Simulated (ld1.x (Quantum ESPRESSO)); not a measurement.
Before and after: RRKJ potential for S

```
Element                 : sulfur
Generator               : ld1.x (Quantum ESPRESSO) 7.5
Type                    : norm-conserving RRKJ (Kleinman–Bylander form)
Functional              : PBE
Relativity              : scalar-relativistic
Frozen core             : [Ne]
Valence charge          : 6
Reference configuration : 3s2 3p3.75 (charge +0.25)
Partial waves           : 3p (bound): rc 1.65 bohr; 3d channel at 0.3 Ry: rc 1.75 bohr; 3s (bound): rc 1.35 bohr
Local potential         : the s channel
Core correction         : none
```

Change: non-relativistic.

Cutoffs: the cutoffs (Ry, on a coarse ladder) from which the occupation-weighted sum of valence levels, in a spherical-Bessel basis at the reference potential, stays within 10 and 1 mRy of its value at 400 Ry; they do not see the model core or the augmentation charge, which bear on the density cutoff. Errors are all-electron minus pseudo energies relative to the spin-unpolarised reference configuration.

Q: How do hardness, ghosts and transferability respond?

A: The potential gets neither clearly harder nor softer (45 Ry and 60 Ry → 45 Ry and 60 Ry); of the 7 tests that both files solve, the error grows in 2 and shrinks in 0 by more than 15 % and 0.3 meV (median size 10.0 → 9.4 meV); neither file shows a bound ghost.

| quantity | base | changed |
| --- | --- | --- |
| cutoff, loose | 45 Ry | 45 Ry |
| cutoff, tight | 60 Ry | 60 Ry |
| bound ghosts | none | none |
| error for 3s2 3p4, meV [ΔE -2.04 eV] | +0.2 | +0.1 |
| error for 3s2 3p3, meV [ΔE 9.73 → 9.74 eV] | +1.2 | +1.9 |
| error for 3s2 3p2, meV [ΔE 32.02 → 32.04 eV] | +17 | +19 |
| error for 3s2 3p0, meV [ΔE 112.85 → 112.89 eV] | +225 | +234 |
| error for 3s1 3p4, meV [ΔE 20.61 → 20.48 eV] | -0.1 | +0.8 |
| error for 3s0 3p6, meV [ΔE 18.70 → 18.44 eV] | -10 | -9.4 |
| error for 3s2 3p1, meV [ΔE 66.06 → 66.09 eV] | +74 | +79 |
| s: phases at 1.91 bohr within 0.05 rad from the reference energy up to (Ry; the scan ends near 5) | 4.0 | 4.0 |
| p: phases at 1.91 bohr within 0.05 rad from the reference energy up to (Ry; the scan ends near 5) | to the end of the scan | to the end of the scan |
| d: phases at 1.91 bohr within 0.05 rad from the reference energy up to (Ry; the scan ends near 5) | to the end of the scan | to the end of the scan |
